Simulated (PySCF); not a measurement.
## Ionisation energy of Se by level of theory

Se [Ar] 3d10 4s2 4p4 (3P) → Se+ [Ar] 3d10 4s2 4p3 (4S), as a difference of total energies. Computed with PySCF 2.14 in def2-SVP, with no relativity, point nucleus. Correlated levels: valence: [Ar] 3d10 frozen. The calculations carry no spin-orbit coupling.

| method | ionisation energy (eV) | difference from reference (eV) |
| --- | --- | --- |
| UHF | 8.566 | -1.069 |
| MN15 | 9.448 | -0.187 |
| r2SCAN | 9.702 | +0.067 |
| MP2 (valence) | 8.967 | -0.668 |
| SCS-MP2 (valence) | 8.994 | -0.641 |
| CCSD (valence) | 8.988 | -0.647 |
| CCSD(T) (valence) | 8.996 | -0.639 |

Reference: 9.635 eV (measured; NIST levels, between the centres of gravity of the two terms).

These non-relativistic numbers lack the scalar-relativistic shift.

Errors of the correlated levels include the incompleteness of this basis and the frozen core.
